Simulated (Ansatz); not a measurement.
Isolated molecules relaxed with PBE0-D4/def2-TZVP in Ansatz; ΔE leaves out vibrations. CCSD(T)/CBS adds triple-zeta CCSD(T) − MP2 to the extrapolated MP2 energy (def2 sets, frozen cores). Functionals use def2-TZVPP. B3LYP here is the variant with VWN-RPA as its local correlation; programs differ in this. Elements past krypton have def2 core potentials. For Sn outer-core shells are correlated without core-valence functions, which leaves a few kJ/mol of doubt a bond. Each species was taken in one conformer, which may not be the lowest.

Reaction (redistribution): `FB1CC1` + `[CH3][SnH2][BH][SiH3]` → `[SiH3]BB1CC1` + `[CH3][SnH2][F]`

**Question.** Is it downhill or uphill in electronic energy at CCSD(T)/CBS, and by how much? (An estimate is asked.)

**Answer.** Ansatz gave: Uphill: ΔE = +11.2 kJ/mol.

**Question.** What do these levels give: B3LYP-D4, PBE, PBE0, B3LYP, CCSD(T)/def2-TZVPP, MP2/def2-QZVPP? (Best estimate.)

**Answer.** Computed: B3LYP-D4 0.9, PBE -9.7, PBE0 2.7, B3LYP -1.3, CCSD(T)/def2-TZVPP 19.4, MP2/def2-QZVPP 13.0 kJ/mol.

Largest T1 diagnostic among the species: 0.016.

From PBE to PBE0 (25 % exact exchange), in def2-TZVPP and without D4, ΔE moves by +12.4 kJ/mol. In def2-TZVPP, CCSD(T) changes the Hartree–Fock value by −3.8 kJ/mol (the triples alone add −3.4 kJ/mol) and MP2 by −4.3 kJ/mol.
